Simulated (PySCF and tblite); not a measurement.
The numbers below are computed, except where a source is named.
5 regioisomers of C6H9NSSe:

```
isomer                                                       SMILES
     A    [CH3:1][CH:2]([CH3:3])[c:4]1[cH:5][s:6][n:7][c:8]1[SeH:9]
     B  [CH3:1][CH:2]([CH3:3])[c:4]1[cH:5][c:6]([SeH:7])[n:8][s:9]1
     C    [CH3:1][CH:2]([CH3:3])[c:4]1[cH:5][n:6][s:7][c:8]1[SeH:9]
     D    [CH3:1][CH:2]([CH3:3])[c:4]1[s:5][n:6][cH:7][c:8]1[SeH:9]
     E  [CH3:1][CH:2]([CH3:3])[c:4]1[cH:5][c:6]([SeH:7])[s:8][n:9]1
```

Protocol: conformer search, at most 3 conformers an isomer, GFN2-xTB geometries, energies PBE0/pcSseg-1 (D3(BJ) added where defined), weights at 298.15 K with GFN2-xTB thermal terms. Programs: PySCF with density fitting and tblite.

**Question.** Rank the isomers by free energy at 298.15 K.

**Answer.** 
| isomer | ΔG (kcal/mol) | ΔE, lowest conformer | conformers | largest weight % | rms dipole (D) |
| --- | --- | --- | --- | --- | --- |
| B | 0.0 | 0.0 | 2 | 81 | 3.92 |
| E | 0.8 | 0.5 | 2 | 73 | 1.46 |
| D | 1.0 | 1.1 | 3 | 53 | 2.55 |
| A | 1.4 | 0.6 | 2 | 84 | 3.40 |
| C | 3.0 | 2.0 | 2 | 82 | 2.17 |

The minima are those of GFN2-xTB; planar forms about aryl–S or allylic bonds may be saddles in DFT. At least one structure keeps an imaginary mode at the tight-binding level.
